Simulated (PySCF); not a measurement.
## Electron affinity of Tl by level of theory

Tl⁻ [Xe] 4f14 5d10 6s2 6p2 (3P) → Tl [Xe] 4f14 5d10 6s2 6p1 (2P), as a difference of total energies. Calculation: PySCF 2.14, in aug-cc-pVQZ-PP with ECP60MDF (7s7p5d3f2g, 92 functions); scalar relativity through the core potential. Correlated levels: valence: 5s2 5p6 5d10 frozen. The calculations carry no spin-orbit coupling.

```tsv
method	electron affinity (eV)	difference from reference (eV)
UHF	-0.008	-0.328
LDA	0.611	+0.291
PBE	0.495	+0.175
PBE0	0.423	+0.103
r2SCAN	0.487	+0.167
B97-3	0.250	-0.070
wB97M-V	0.262	-0.058
MN15	0.435	+0.115
MP2 (valence)	0.255	-0.065
SCS-MP2 (valence)	0.165	-0.155
```

Reference: 0.320 eV (measured; photodetachment measurements, as compiled on the Wikipedia data page of electron affinities).

Spin-orbit coupling is strong in these open shells (close to jj coupling). The scalar numbers leave it out and a first-order estimate fails, so it can dominate the gap to the real levels.

Errors of the correlated levels include the incompleteness of this basis and the frozen core.

A negative affinity means that the anion lies above the atom at that level of theory.

In the anion the highest occupied orbital energy is positive at LDA, PBE, PBE0, r2SCAN, B97-3, MN15, a self-interaction effect; the basis confines that electron, and the energy difference can still be sensible.
